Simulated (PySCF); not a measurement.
Lowest empty level (eV) of eight silicon and germanium compounds: PBE beside CAM-B3LYP, computed with PySCF for isolated molecules in the bases named; differences from unrounded values. The eight are the first of their class met in an unordered collection, after screening for sound electronic states; none was chosen by its value. Each molecule has one DFT geometry for both levels.

```csv
molecule,basis,CAM-B3LYP,PBE,difference
"[(Z)-prop-1-enyl]silane (C₃H₈Si), SMILES C/C=C\[SiH3]",def2-TZVP,0.66,…,…
"C₃H₆F₂Si, SMILES F[SiH2][C@@H]1C[C@@H]1F",def2-TZVP,1.29,…,…
"C2H12Si4, SMILES C1[SiH2][SiH2]C[SiH]1[SiH3]",def2-TZVP,0.74,-1.08,-1.82
"C3H12Si3, SMILES [SiH3]C([SiH3])([SiH3])C=C",def2-TZVP,0.65,…,…
"C₂H₆FNOSi, SMILES C1[Si](CO1)(F)N",def2-TZVP,1.21,-0.40,-1.61
"Si(Cl)2(vinyl)(OH) (C2H4Cl2OSi), SMILES C=C[Si](O)(Cl)Cl",def2-TZVP,0.16,-2.01,-2.17
"C4H8OSi, SMILES C#C[SiH2]CCO",def2-TZVP,0.96,-1.01,-1.97
"H7NSSi2, SMILES N[SiH2]S[SiH3]",def2-TZVP,0.86,-0.94,-1.81
```

Task: What belongs in the gaps? (The exact figures need the calculation; the answer reports its results.)

Result: 
- C₃H₆F₂Si, SMILES F[SiH2][C@@H]1C[C@@H]1F, PBE: -0.61
- C₃H₆F₂Si, SMILES F[SiH2][C@@H]1C[C@@H]1F, difference: -1.91
- C3H12Si3, SMILES [SiH3]C([SiH3])([SiH3])C=C, PBE: -1.44
- C3H12Si3, SMILES [SiH3]C([SiH3])([SiH3])C=C, difference: -2.09
- [(Z)-prop-1-enyl]silane (C₃H₈Si), SMILES C/C=C\[SiH3], PBE: -1.44
- [(Z)-prop-1-enyl]silane (C₃H₈Si), SMILES C/C=C\[SiH3], difference: -2.10

PBE lies below CAM-B3LYP in 8 and above it in 0 of the eight; the mean signed difference is -1.94 and the largest -2.17 eV.
